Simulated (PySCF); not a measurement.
# Working out the ionisation energy of Al⁺

Al⁺ [Ne] 3s2 (1S) → Al²⁺ [Ne] 3s1 (2S). Computed with PySCF 2.14 in def2-QZVPPD, with no relativity, point nucleus. Frozen: 1s2. Energies in hartree (1 hartree = 27.21139 eV):

```csv
part,Al⁺ (lower),Al²⁺ (upper)
UHF,-241.674547,-241.030680
CCSD correlation,-0.209229,-0.165076
(T),-0.002506,-0.001210
```

What does Hartree-Fock give?

(-241.030680) − (-241.674547) = 0.643867 hartree = 17.521 eV.

What do CCSD and CCSD(T) give?

The CCSD correlation energies differ by 0.044153 hartree = 1.201 eV and the triples by 0.001296 hartree = 0.035 eV, so CCSD gives 18.722 eV and CCSD(T) 18.757 eV.

Measured between the centres of the two terms (NIST): 18.829 eV, so CCSD(T) (valence and next inner shell) is off by -0.072 eV.

What remains against the reference includes basis incompleteness, the frozen core and higher excitations.
